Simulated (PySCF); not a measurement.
Species: C₅H₃FO₂.
Atom-mapped SMILES: `[O:1]=[c:2]1[cH:3][c:4]([CH2:5][F:6])[c:7]1=[O:8]` (hydrogens: H9 on C3; H10, H11 on C5)

The geometry is computed with GFN2-xTB (gas phase).

Some entries are withheld. Bonds in one row agree within 0.01 Å.

```tsv
coordinate	value
O1=C2	1.191 Å
C2–C3	1.487 Å
C3–C4	?
C4–C5	1.475 Å
C5–F6	?
C4–C7	?
C7=O8	1.192 Å
C2–C7	1.550 Å
C3–H9	1.074 Å
C5–H10, C5–H11	1.098 Å
O1–C2–C3	136.6°
O1–C2–C7	136.9°
C3–C2–C7	86.6°
C2–C3–C4	?
C3–C4–C5	?
C3–C4–C7	?
C5–C4–C7	131.0°
C4–C5–F6	112.0°
C4–C7–O8	135.3°
C2–C7–C4	86.0°
C2–C7–O8	138.7°
```

Problem. Estimate the withheld lengths and angles.

Solution. 
- C3–C4 = 1.358 Å, drawn aromatic (unsaturated ring CH carbon to unsaturated ring carbon); 0.10 Å below the sum of covalent radii, 1.46 Å.
- C5–F6 = 1.369 Å, drawn single (sp3 C–F carbon to alkyl fluorine); 0.04 Å above the sum of covalent radii, 1.33 Å.
- C4–C7 = 1.500 Å, drawn aromatic (unsaturated ring carbon to ring carbonyl carbon); 0.04 Å above the sum of covalent radii, 1.46 Å.
- C2–C3–C4 = 94.0°, at the unsaturated ring CH carbon, inside a 4-membered ring; the outer atoms are 2.082 Å apart.
- C3–C4–C5 = 135.6°, at the unsaturated ring carbon; the outer atoms are 2.623 Å apart.
- C3–C4–C7 = 93.4°, at the unsaturated ring carbon, inside a 4-membered ring; the outer atoms are 2.083 Å apart.

Radii are Cordero's, carbon taken as 0.76, 0.73 or 0.69 Å for four, three, and two or fewer neighbours.

No GFN2-xTB frequencies stand behind this structure, so it isn't proved a minimum. One conformer, not necessarily the lowest (C3–C4–C5–F6 0°).
